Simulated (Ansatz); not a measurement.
`BOB(F)S`. Total charge 0; spin multiplicity 1.

Cartesian coordinates in Å:
```
B 0.7289 -0.9894 -0.6561
O 0.6098 0.3568 -0.5914
B -0.1242 1.1818 0.2136
F 0.2203 2.4589 0.2209
S -1.5302 0.7168 1.2458
H 1.4027 -1.4429 -1.5319
H 0.1759 -1.6899 0.1492
H -1.4832 -0.5920 0.9498
```

Question: What are the harmonic wavenumbers in cm⁻¹ at PBE0-D4/def2-TZVP (Ansatz, finite differences of forces, unscaled)? (Best estimate.)

Answer: Computed: 56, 214, 235, 326, 379, 422, 597, 627, 828, 1009, 1058, 1141, 1263, 1355, 1429, 2554, 2666, 2718.

Question: Is this a minimum?

Answer: Yes, all 18 modes are real.

Question: Give the ideal-gas thermochemistry at 298.15 K and 1 bar (rigid rotor, harmonic oscillator; point group C1, symmetry number 1).

Answer: Zero-point energy 112.9 kJ/mol; H(298) − E = 131.7 kJ/mol; entropy 330.7 J/(mol·K), of which translation 165.2, rotation 111.1, vibration 54.4; G(298) − E = 33.1 kJ/mol. Modes under 100 cm⁻¹ are hindered rotations or soft bends, so the harmonic entropy is rough.
